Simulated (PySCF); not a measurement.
**Working out the ionisation energy of Rb⁺**

Rb⁺ [Kr] (1S) → Rb²⁺ [Ar] 3d10 4s2 4p5 (2P). All numbers are calculated (PySCF 2.14, scalar relativity by spin-free X2C-1e, in cc-pVDZ-X2C (6s5p3d, 36 functions)). Frozen: [Ar] 3d10 4s2. Energies in hartree (1 hartree = 27.21139 eV):

| part | Rb⁺ (lower) | Rb²⁺ (upper) |
| --- | --- | --- |
| UHF | -2979.003090 | -2978.001219 |
| CCSD correlation | -0.008697 | -0.004354 |
| (T) | -0.000043 | -0.000007 |

Problem. What does Hartree-Fock give?

Solution. (-2978.001219) − (-2979.003090) = 1.001871 hartree = 27.262 eV.

Problem. What do CCSD and CCSD(T) give?

Solution. The CCSD correlation energies differ by 0.004343 hartree = 0.118 eV and the triples by 0.000036 hartree = 0.001 eV, so CCSD gives 27.380 eV and CCSD(T) 27.381 eV.

Reference: 27.290 eV (measured; NIST Atomic Spectra Database, ionization energies), between the lowest levels; spin-orbit coupling is absent from the calculation.

A double-zeta basis recovers only part of the correlation energy.

What remains against the reference includes basis incompleteness, the frozen core and higher excitations.
